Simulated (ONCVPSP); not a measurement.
**Ce (Z = 58): excitation energies, all-electron against ONCV**

Ce (Z = 58), optimised norm-conserving Vanderbilt (ONCV), made with ONCVPSP 4.0.1 (PBE, scalar-relativistic). Core [Kr] 4d10 4f1, reference 5s2 5p6 5d1 6s2. Waves: 5s+6s: rc 2.60 bohr, ncon 4, nbas 9, qcut 5.8 1/bohr, 2 projectors; 5p: rc 2.00 bohr, ncon 4, nbas 8, qcut 4.5 1/bohr, 2 projectors, debl 3.9 Ha; 5d: rc 2.70 bohr, ncon 3, nbas 7, qcut 3.3 1/bohr, 2 projectors, debl 1.9 Ha. Local part: polynomial inside 1.50 bohr (lpopt 3, dvloc0 2 Ha). Core correction: none.

Energies are relative to the spin-unpolarised reference configuration 5s2 5p6 5d1 6s2; without spin polarisation the order of configurations can differ from experiment.

Problem. Give the all-electron excitation energy and the error of the potential for: 5s2 5p6 5d1 6s1; 5s2 5p6 5d1 6s0; 5s2 5p6 5d0 6s0; 5s2 5p6 5d2 6s1.

Solution.

```tsv
valence configuration	charge	ΔE all-electron (eV)	error AE − PS (meV)
5s2 5p6 5d1 6s1	+1	6.070	-1.3
5s2 5p6 5d1 6s0	+2	17.151	-3.6
5s2 5p6 5d0 6s0	+3	36.330	-17
5s2 5p6 5d2 6s1	0	0.893	-3.5
```

Levels in the configuration 5s2 5p6 5d1 6s1:

```tsv
level	all-electron (eV)	pseudo (eV)
5s	-46.494	-46.521
5p	-29.114	-29.131
5d	-8.563	-8.567
6s	-8.490	-8.490
```

Note: ghosts flagged at negative energy: d at -37.5 eV; no localised positive-energy state flagged. A true bound ghost makes a file unfit for plane-wave use.
